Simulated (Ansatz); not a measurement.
Geometry optimisation, RHF/def2-SVP in Ansatz 0.2.0.

input.yaml

```yaml
crystal:
  periodic: [false, false, false]
  atoms:
    - { symbol: Hf, position_ang: [0.135525, -0.458134, -0.559198] }
    - { symbol: Cl, position_ang: [0.930176, 0.226745, 3.008843] }
    - { symbol: Cl, position_ang: [2.249375, 0.529746, -1.007948] }
    - { symbol: F, position_ang: [-1.141813, 0.792517, 0.09997] }
    - { symbol: Cl, position_ang: [-0.760224, -1.294384, -2.590669] }
    - { symbol: O, position_ang: [0.297676, -2.046334, 0.664508] }
    - { symbol: Al, position_ang: [0.453485, -3.713139, 1.037101] }
    - { symbol: H, position_ang: [0.982541, -4.67872, -0.084306] }
    - { symbol: H, position_ang: [0.061643, -4.158425, 2.492754] }
    - { symbol: H, position_ang: [0.520017, -0.956972, 2.577545] }
basis:
  gaussian: { orbitals: def2-SVP }
hamiltonian:
  xc: hf
relax:
  f_tol: 0.03
  max_steps: 50
output:
  orbitals: {}
```

Command:

```bash
$ ansatz run input.yaml --threads 4 --pin off --max-ram 5120MiB --backend cpu --events-out ev --progress --plain --runs-dir out
```

**Question.** Where does it end, and by what steps?

**Answer.** The run converged. The force dipped under the threshold on the way, but the program's further checks kept it going. After 48 steps the energy has fallen by 0.419 eV; H8 moved furthest, 2.12 Å.

```json
{"step": "0", "energy less start (eV)": "0.0000", "largest force component (eV/Å)": "1.384", "accepted": "yes"}
{"step": "2", "energy less start (eV)": "-0.1136", "largest force component (eV/Å)": "1.418", "accepted": "yes"}
{"step": "4", "energy less start (eV)": "-0.1466", "largest force component (eV/Å)": "0.983", "accepted": "yes"}
{"step": "6", "energy less start (eV)": "-0.2016", "largest force component (eV/Å)": "0.298", "accepted": "yes"}
{"step": "8", "energy less start (eV)": "-0.2293", "largest force component (eV/Å)": "0.173", "accepted": "yes"}
{"step": "10", "energy less start (eV)": "-0.2488", "largest force component (eV/Å)": "0.099", "accepted": "yes"}
{"step": "12", "energy less start (eV)": "-0.2543", "largest force component (eV/Å)": "0.072", "accepted": "yes"}
{"step": "14", "energy less start (eV)": "-0.2527", "largest force component (eV/Å)": "0.967", "accepted": "no"}
{"step": "16", "energy less start (eV)": "-0.2702", "largest force component (eV/Å)": "0.218", "accepted": "yes"}
{"step": "18", "energy less start (eV)": "-0.2776", "largest force component (eV/Å)": "0.585", "accepted": "yes"}
{"step": "20", "energy less start (eV)": "-0.2919", "largest force component (eV/Å)": "0.151", "accepted": "yes"}
{"step": "22", "energy less start (eV)": "-0.2987", "largest force component (eV/Å)": "0.391", "accepted": "yes"}
{"step": "24", "energy less start (eV)": "-0.2881", "largest force component (eV/Å)": "1.165", "accepted": "no"}
{"step": "26", "energy less start (eV)": "-0.3286", "largest force component (eV/Å)": "0.363", "accepted": "yes"}
{"step": "28", "energy less start (eV)": "-0.3353", "largest force component (eV/Å)": "0.337", "accepted": "yes"}
{"step": "30", "energy less start (eV)": "-0.3523", "largest force component (eV/Å)": "0.116", "accepted": "yes"}
{"step": "32", "energy less start (eV)": "-0.3773", "largest force component (eV/Å)": "0.313", "accepted": "yes"}
{"step": "34", "energy less start (eV)": "-0.3907", "largest force component (eV/Å)": "0.746", "accepted": "yes"}
{"step": "36", "energy less start (eV)": "-0.4063", "largest force component (eV/Å)": "0.118", "accepted": "yes"}
{"step": "38", "energy less start (eV)": "-0.4135", "largest force component (eV/Å)": "0.117", "accepted": "yes"}
{"step": "40", "energy less start (eV)": "-0.4156", "largest force component (eV/Å)": "0.111", "accepted": "yes"}
{"step": "42", "energy less start (eV)": "-0.4170", "largest force component (eV/Å)": "0.028", "accepted": "yes"}
{"step": "44", "energy less start (eV)": "-0.4183", "largest force component (eV/Å)": "0.052", "accepted": "yes"}
{"step": "46", "energy less start (eV)": "-0.4189", "largest force component (eV/Å)": "0.101", "accepted": "yes"}
{"step": "48", "energy less start (eV)": "-0.4194", "largest force component (eV/Å)": "0.014", "accepted": "yes"}
```

```xyz
10
Properties=species:S:1:pos:R:3
Hf 0.219 -0.496 -0.844
Cl 0.375 -1.437 3.265
Cl 2.157 0.166 -2.068
F 0.005 0.623 0.719
Cl -1.768 -0.466 -2.164
O 0.470 -2.180 -0.023
Al 0.642 -3.441 1.160
H 2.104 -3.878 1.528
H -0.653 -4.250 1.526
H 0.177 -0.398 2.539
```

Whether the end is a true minimum wasn't checked by a vibrational analysis.

The run took 75 s on 4 threads of Intel(R) Xeon(R) 6975P-C (Granite Rapids), on a shared host, peak memory 0.47 GiB.
